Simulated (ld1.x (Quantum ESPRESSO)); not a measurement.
P, TM: configuration errors across variants

ld1.x (Quantum ESPRESSO) 7.5 input, shortened:

```
&input
   title='P', zed=15., rel=1, dft='PBE', iswitch=3,
   config='[Ne] 3s2 3p3 3d-2'
 /
 &inputp
   pseudotype=2, tm=.true., lloc=2,
   nlcc=.false.
 /
3
3S  1  0   2.00   0.00  1.65  1.65  0.0
3P  2  1   3.00   0.00  1.85  1.85  0.0
3D  3  2  -2.00   0.05  1.80  1.80  0.0
 &test
   configts(1)='3s2 3p3'
 /
```

All-electron excitation energies from the reference (eV): (1) 3s2 3p2 9.730; (2) 3s2 3p1 28.877; (3) 3s2 3p0 58.616; (4) 3s2 3p3.3 -1.307; (5) 3s2 3p2.5 3.775; (6) 3s0 3p5 17.200; (7) 3s1 3p4 8.534.

1 further variants failed, have other tests or another functional or relativity, and are left out.

Errors AE − PS in meV (a dash: test not solved or not reliable):

```csv
change,(1),(2),(3),(4),(5),(6),(7),bound ghosts
base,+2.6,+23,+97,+0.2,+0.3,+1.5,+1.0,none
wave 3d channel at 0.05 Ry: rc 1.80 bohr becomes 3d channel at 1.71 Ry: rc 1.80 bohr,+2.2,+22,+95,+0.2,+0.2,+1.2,+0.9,none
wave 3d channel at 0.05 Ry: rc 1.80 bohr becomes 3d channel at 0.05 Ry: rc 2.56 bohr,+0.5,+15,+83,0.0,-0.2,+1.1,+0.9,none
core correction a·sin(br)/r model core inside 1.32 bohr,+2.7,+20,+70,+0.2,+0.4,-7.4,-1.8,none
wave 3s (bound): rc 1.65 bohr becomes 3s (bound): rc 2.08 bohr,+5.6,+44,+167,+0.3,+0.8,+12,+2.7,none
wave 3p (bound): rc 1.85 bohr becomes 3p (bound): rc 1.30 bohr,+2.2,+16,+60,+0.1,+0.3,+16,+4.1,none
"all radii scaled by about 0.86 (s 1.42, p 1.58, d 1.54 bohr)",+3.9,+34,+135,+0.2,+0.6,+3.4,+1.4,none
type RRKJ; local potential the s channel,+2.0,+18,+79,+0.1,+0.2,-3.3,+0.3,none
```

Task: Give the same row for: local potential the s channel.

Result: +1.5, +13, +52, +0.2, +0.1, +1.6, +1.0; bound ghosts: none.
